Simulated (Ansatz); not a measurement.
System: GeH$_{3}$, net charge 0, doublet state. SMILES: [GeH3]
Geometry from a B3LYP-D3(BJ)/def2-TZVP (Ansatz, a quantum-chemistry and plane-wave program) optimisation:
```xyz
4

Ge    -0.0167    -0.0237    -0.0294
H      0.5517    -0.9452     1.0702
H     -1.1244     0.8871     0.5402
H      1.1063     0.8180    -0.6708
```
Charge 0, spin multiplicity 2.

Wanted: atomisation energy, in kcal/mol. Conventions: non-relativistic; no dispersion term unless named; open shells spin-unrestricted; no spin-orbit coupling; atomisation electronic, to ground-state atoms; 6-31G* and kin with 6d, 5d where marked. First-principles rows: single points at B3LYP-D3(BJ) geometries (Ansatz).

```csv
species,coefficient,"E at PBE/6-31G* (Ansatz), Eh","E at wB97M-V/def2-TZVPD (Ansatz), Eh"
[GeH3] (GeH3),-1,-2078.13881,-2078.61476
Ge atom,+1,-2076.33108,-2076.80617
H atom,+3,-0.49743,-0.49411
```

 1 Eh = 627.5095 kcal/mol.

Q: Compute it at each level from the table.

A: 
- PBE/6-31G*: the sum of coefficient times E is 0.31544 Eh, or 197.94 kcal/mol. Result: 197.9 kcal/mol.
- wB97M-V/def2-TZVPD: the sum of coefficient times E is 0.32626 Eh, or 204.73 kcal/mol. Result: 204.7 kcal/mol.
